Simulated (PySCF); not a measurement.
dimethyl thioether (C$_{2}$H$_{6}$S), singlet, geometry from GFN2-xTB. Base run: M062X/6-31G* (PySCF).

The PySCF input:
```python
from pyscf import gto, scf, dft, solvent

mol = gto.M(
    atom='''
C    -0.00785030    1.37740407   -0.51360720
S     0.00254915   -0.00233310    0.66481604
C     0.00387440   -1.37376512   -0.52330710
H    -0.00953359    2.29198623    0.06939964
H     0.88368653    1.33243683   -1.13329467
H    -0.90367752    1.32479552   -1.12646809
H     0.01000382   -2.29241661    0.05323624
H    -0.89238709   -1.32447364   -1.13580872
H     0.89497696   -1.31683233   -1.14263530
''',
    basis='6-31g*',
    verbose=4,
)

mf = dft.RKS(mol)
mf.xc = 'm062x'
mf.kernel()
```

The base run was repeated with changes; each row names its change, and settings that it needs were set with it.

```
change                                                       ΔE vs base (kJ/mol)  dipole (D)  HOMO-LUMO gap (eV)
-----------------------------------------------------------  -------------------  ----------  ------------------
base                                                                        0.00        1.75                9.74
model = IEF-PCM; solvent = dichloromethane; vdw_scale = 1.1           (withheld)        2.31          (withheld)
model = IEF-PCM; solvent = tetrahydrofuran                            (withheld)  (withheld)                9.83
model = SS(V)PE; solvent = dichloromethane                                -11.98        2.22                9.83
model = IEF-PCM; solvent = chloroform                                     -10.04        2.14                9.82
model = IEF-PCM; solvent = dichloromethane; vdw_scale = 1.0               -20.36        2.39                9.92
model = COSMO; solvent = dichloromethane                                  -12.01        2.22                9.83
model = IEF-PCM; solvent = dichloromethane; r_probe = 0.5                  -5.23        2.02                9.77
model = IEF-PCM; solvent = dichloromethane                                -12.06        2.23                9.83
model = IEF-PCM; solvent = acetonitrile                                   -13.97        2.31                9.85
model = ddCOSMO; solvent = dichloromethane                            (withheld)  (withheld)                9.83
model = IEF-PCM; solvent = toluene                                         -6.56        2.00                9.79
```

Problem. Complete the blanks.

Solution. 
- model = IEF-PCM; solvent = dichloromethane; vdw_scale = 1.1, ΔE vs base (kJ/mol): -15.78
- model = IEF-PCM; solvent = dichloromethane; vdw_scale = 1.1, HOMO-LUMO gap (eV): 9.87
- model = IEF-PCM; solvent = tetrahydrofuran, ΔE vs base (kJ/mol): -11.58
- model = IEF-PCM; solvent = tetrahydrofuran, dipole (D): 2.21
- model = ddCOSMO; solvent = dichloromethane, ΔE vs base (kJ/mol): -9.37
- model = ddCOSMO; solvent = dichloromethane, dipole (D): 2.17

The base is the gas phase, so ΔE is the electrostatic part of solvation at a fixed geometry, without cavity and dispersion terms.
